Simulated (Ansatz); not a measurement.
Start from `C=C[SiH2][AlH2]` and change one atom or group to get `C=C[SiH2]O[SiH3]`.

Ansatz, PBE0-D4/def2-TZVP geometries, multiplicity 1. Each molecule was computed in one conformer, which needn't be the lowest.

```tsv
property	`C=C[SiH2][AlH2]`
LUMO energy (PBE0/def2-TZVPP) / eV	-2.01
HOMO–LUMO gap (ωB97M-V/def2-TZVPP) / eV	8.69
zero-point energy (PBE0-D4/def2-TZVP) / kJ/mol	189.6
LUMO energy (PBE/def2-TZVPP) / eV	-2.78
LUMO energy (ωB97M-V/def2-TZVPP) / eV	-0.37
HOMO energy (B3LYP/def2-TZVPP) / eV	-6.90
```

(1) Give the same properties after the change, and the shifts. (Best estimate.)

Results:

(1) Ansatz gave: 
```csv
property,`C=C[SiH2]O[SiH3]`,shift
LUMO energy (PBE0/def2-TZVPP) / eV,-0.50,1.51
HOMO–LUMO gap (ωB97M-V/def2-TZVPP) / eV,11.85,3.16
zero-point energy (PBE0-D4/def2-TZVP) / kJ/mol,235.7,46.1
LUMO energy (PBE/def2-TZVPP) / eV,-1.52,1.26
LUMO energy (ωB97M-V/def2-TZVPP) / eV,1.61,1.98
HOMO energy (B3LYP/def2-TZVPP) / eV,-7.77,-0.87
```

With PBE0 the HOMO falls by 0.92 eV and the LUMO rises by 1.51 eV, so the gap widens by about 2.43 eV. PBE moves the HOMO by -0.81 eV and ωB97M-V by -1.18 eV. The zero-point energy changes by 46.1 kJ/mol with +6 modes.

B3LYP here is the variant with VWN-RPA as its local correlation; programs differ in this.
